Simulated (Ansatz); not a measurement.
Reactions of `C#[C][Zr]([OH])([OH])[Cl]`.

Calculated with Ansatz (gas phase, PBE0-D4/def2-TZVP geometries, no zero-point term in ΔE). CBS: MP2 limit from def2 TZ/QZ plus the TZ coupled-cluster correction, frozen cores. This one scheme is used for every species. Functionals use def2-TZVPP. Elements past krypton have def2 core potentials. For Ta, Zr outer-core shells are correlated without core-valence functions, which leaves a few kJ/mol of doubt a bond. Each species was taken in one conformer, which may not be the lowest.

```json
{"reaction": "`C#[C][Zr]([OH])([OH])[Cl]` + H₂O → `C#[C][Zr]([OH])([OH])[OH]` + HCl", "CCSD(T)/CBS(def2) (kcal/mol)": "9.5"}
{"reaction": "`C#[C][Zr]([OH])([OH])[Cl]` + `OC(F)F` → `C#[C][Zr]([OH])([OH])[OH]` + `FC(F)Cl`", "CCSD(T)/CBS(def2) (kcal/mol)": "?"}
{"reaction": "`C#[C][Zr]([OH])([OH])[Cl]` + `C[N](C)[Ta]([OH])([OH])([OH])[OH]` → `C#[C][Zr]([OH])([Cl])[N](C)C` + `[OH][Ta]([OH])([OH])([OH])[OH]`", "CCSD(T)/CBS(def2) (kcal/mol)": "3.7"}
{"reaction": "`C#[C][Zr]([OH])([OH])[Cl]` + `CC1CB1F` → `C#[C][Zr]([OH])([F])[Cl]` + `CC1CB1O`", "CCSD(T)/CBS(def2) (kcal/mol)": "-10.4"}
```

Task: Fill in the missing values. (Best estimate.)

Result: Ansatz gave: `C#[C][Zr]([OH])([OH])[Cl]` + `OC(F)F` → `C#[C][Zr]([OH])([OH])[OH]` + `FC(F)Cl`: +18.6 kcal/mol.

Largest T1 diagnostic: 0.018, for `[OH][Ta]([OH])([OH])([OH])[OH]`.
